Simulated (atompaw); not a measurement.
Scattering properties, PAW (atompaw) potential for rhenium

rhenium, PAW, made with atompaw 4.2.0.5 (LDA (PW92), scalar-relativistic). Core [Xe], reference 4f14 5d5 6s0 6p0 (charge +2). Waves: 6s (bound, empty): rc 3.00 bohr; 6s channel at 2.85 Ry: rc 2.35 bohr; 6p (bound, empty): rc 3.00 bohr; 6p channel at 3 Ry: rc 3.00 bohr; 5d (bound): rc 3.00 bohr; 5d channel at 0.35 Ry: rc 3.00 bohr; 4f (bound): rc 0.80 bohr; 4f channel at -3.85 Ry: rc 0.80 bohr. Local part: bessel scheme, radius 2.70 bohr. Core correction: smooth core density matched at 1.95 bohr. Augmentation charge: besselshape compensation charge, radius 2.30 bohr; PAW radius 3.00 bohr; waves and projectors: custom polynom vanderbiltortho.

The phase is arctan(r·u′/u) with u = r·R(r), unwrapped; energies in Ry, scanned from -6 to 5 Ry. A pole is an energy at which the radial function vanishes at the test radius. The pseudo phase is shifted by a multiple of π to meet the all-electron one at the reference energy, and phase errors are pseudo minus all-electron; the curves can meet again beyond the range given. Levels narrower than the energy grid can be missing from the lists of poles. n/a: not evaluated, since a narrow level or a reset projector energy made the automatic matching unsafe.

| channel | radius (bohr) | reference energy (Ry) | poles, all-electron | poles, pseudo | unbroken range about the reference energy with phases within 0.05 rad | phase error 1 Ry above the reference energy (rad) |
| --- | --- | --- | --- | --- | --- | --- |
| s | 3.02 | -1.50 | -0.37 | -0.37 | the whole range | -0.001 |
| p | 3.02 | -1.00 | 0.92 | 0.90 | n/a | n/a |
| d | 3.02 | -1.60 | -1.37, 3.21 | -1.36, 3.67 | below 4.2 | +0.002 |
| f | 3.02 | -4.36 | 1.64 | 2.04 | below -0.2 | +0.000 |

Phases in the s channel:

| E (Ry) | all-electron | pseudo |
| --- | --- | --- |
| -6.00 | 1.407 | 1.407 |
| -5.76 | 1.402 | 1.401 |
| -5.52 | 1.396 | 1.395 |
| -5.28 | 1.390 | 1.389 |
| -5.04 | 1.383 | 1.382 |
| -4.80 | 1.375 | 1.374 |
| -4.56 | 1.365 | 1.365 |
| -4.32 | 1.355 | 1.354 |
| -4.08 | 1.342 | 1.341 |
| -3.84 | 1.327 | 1.326 |
| -3.60 | 1.309 | 1.308 |
| -3.36 | 1.286 | 1.285 |
| -3.12 | 1.255 | 1.254 |
| -2.88 | 1.214 | 1.213 |
| -2.64 | 1.153 | 1.152 |
| -2.40 | 1.055 | 1.054 |
| -2.16 | 0.872 | 0.870 |
| -1.92 | 0.457 | 0.456 |
| -1.68 | -0.372 | -0.373 |
| -1.44 | -1.007 | -1.007 |
| -1.20 | -1.280 | -1.280 |
| -0.96 | -1.415 | -1.415 |
| -0.72 | -1.495 | -1.496 |
| -0.48 | -1.550 | -1.551 |
| -0.24 | -1.592 | -1.593 |
| 0.00 | -1.627 | -1.628 |
| 0.24 | -1.659 | -1.660 |
| 0.48 | -1.690 | -1.691 |
| 0.72 | -1.721 | -1.723 |
| 0.96 | -1.757 | -1.758 |
| 1.20 | -1.799 | -1.801 |
| 1.44 | -1.853 | -1.855 |
| 1.68 | -1.927 | -1.929 |
| 1.92 | -2.040 | -2.043 |
| 2.16 | -2.236 | -2.240 |
| 2.40 | -2.616 | -2.620 |
| 2.64 | -3.272 | -3.273 |
| 2.88 | -3.860 | -3.860 |
| 3.12 | -4.172 | -4.172 |
| 3.36 | -4.336 | -4.337 |
| 3.60 | -4.433 | -4.436 |
| 3.84 | -4.497 | -4.501 |
| 4.08 | -4.542 | -4.548 |
| 4.32 | -4.576 | -4.584 |
| 4.56 | -4.603 | -4.614 |
| 4.80 | -4.625 | -4.640 |
